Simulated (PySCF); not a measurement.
H3O3Si, SMILES O[Si](O)O (connectivity only; charge and spin as stated), charge +1, multiplicity 1. Atoms are numbered in the order given.

```xyz
7

O     -1.5110     0.4257     0.0000
Si     0.0121    -0.0061     0.0000
O      1.1254     1.1256     0.0000
O      0.2059    -1.5772     0.0000
H     -1.8446     1.3401     0.0000
H      2.0959     1.0643     0.0000
H      1.0171    -2.1116     0.0000
```
Charge +1, spin multiplicity 1.

Geometry: TPSSh-D3(BJ)/def2-SVP. The spin state was assumed, not searched. The isomer is the one that the SMILES or the coordinates give; other isomers of the formula were not compared. Other conformers were not sampled.

All values below come from HF/def2-TZVPD in PySCF.

Symmetry labels are those of the subgroup Cs that the program uses (full group Cs).

Computed valence orbital energies around the gap with their symmetry:
```csv
orbital,symmetry,energy (eV)
HOMO−7,A',-27.03
HOMO−6,A',-25.83
HOMO−5,A',-23.01
HOMO−4,A",-22.36
HOMO−3,A',-21.91
HOMO−2,A',-21.20
HOMO−1,A",-21.14
HOMO,A",-20.81
LUMO,A',-4.01
LUMO+1,A",-2.49
LUMO+2,A',-2.14
LUMO+3,A',-1.78
```
